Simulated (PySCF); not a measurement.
System (SMILES): O=BF.
Geometry (B3LYP-D3(BJ)/def2-TZVP, fixed):
```xyz
3

F      0.0000     0.0000    -1.1989
B      0.0000     0.0000     0.0871
O      0.0000     0.0000     1.2943
```
Charge 0, spin multiplicity 1.

How fast the isotropic shielding of B2 converges with the basis for several methods (PySCF): deviation from each method's own reference, in ppm. References: HF 100.04 ppm, the value in pcseg-3; PBE 90.69 ppm, the value in pcseg-3; PBE0 92.97 ppm, the value in pcseg-3. All functions are spherical. No added dispersion term, no relativity. GIAO; atoms are numbered in the order shown.

| basis | functions | HF | PBE | PBE0 |
|---|---|---|---|---|
| pcseg-0 | 27 | 16.94 | 22.51 | (withheld) |
| 6-31G | 27 | 13.58 | 18.02 | (withheld) |
| cc-pVDZ | 42 | 15.01 | 16.45 | (withheld) |
| 6-31+G* | 54 | 12.93 | 14.89 | (withheld) |
| 6-311+G** | 66 | 4.33 | 5.03 | (withheld) |
| 6-311++G(3df,3pd) | 117 | 3.87 | 4.73 | (withheld) |
| jun-cc-pV(T+d)Z | 117 | 3.97 | 5.31 | (withheld) |
| aug-pcseg-2 | 138 | 0.79 | 1.20 | (withheld) |

Question: Some entries are withheld; supply them.

Answer: 
- pcseg-0, PBE0: 20.86
- 6-31G, PBE0: 16.71
- cc-pVDZ, PBE0: 15.94
- 6-31+G*, PBE0: 14.33
- 6-311+G**, PBE0: 4.88
- 6-311++G(3df,3pd), PBE0: 4.57
- jun-cc-pV(T+d)Z, PBE0: 4.91
- aug-pcseg-2, PBE0: 1.08

Mean absolute deviation over 6-311+G**, 6-311++G(3df,3pd), jun-cc-pV(T+d)Z, aug-pcseg-2: HF 3.24, PBE0 3.86, PBE 4.07 ppm.
